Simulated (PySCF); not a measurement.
F₃Sc, charge -1, multiplicity 2. Atoms are numbered in the order given.

```xyz
4

Sc     0.0000     0.0000     0.0000
F     -1.9188     0.0000     0.0000
F      0.9594     1.6617     0.0000
F      0.9594    -1.6617     0.0000
```
Charge -1, spin multiplicity 2.

Coordinates come from a TPSSh-D3(BJ)/def2-SVPD optimisation. A frequency run showed that this geometry is not a minimum. The multiplicity is an assumed one; other spin states were not compared. The isomer is the one that the SMILES or the coordinates give; other isomers of the formula were not compared.

Computed with M06-2X/def2-TZVPD in PySCF.

Mulliken values depend strongly on the basis, most of all with diffuse functions as here. Atomic charges (e):

```tsv
atom	meta-Löwdin	Mulliken	Mulliken spin
Sc1	___	1.02	1.20
F2	___	-0.67	-0.07
F3	___	-0.67	-0.07
F4	___	-0.67	-0.07
```

**Question.** Complete the blanks. (Estimate from the structure and the level; the computed values follow.)

**Answer.** 
- Sc1, meta-Löwdin: 1.04
- F2, meta-Löwdin: -0.68
- F3, meta-Löwdin: -0.68
- F4, meta-Löwdin: -0.68
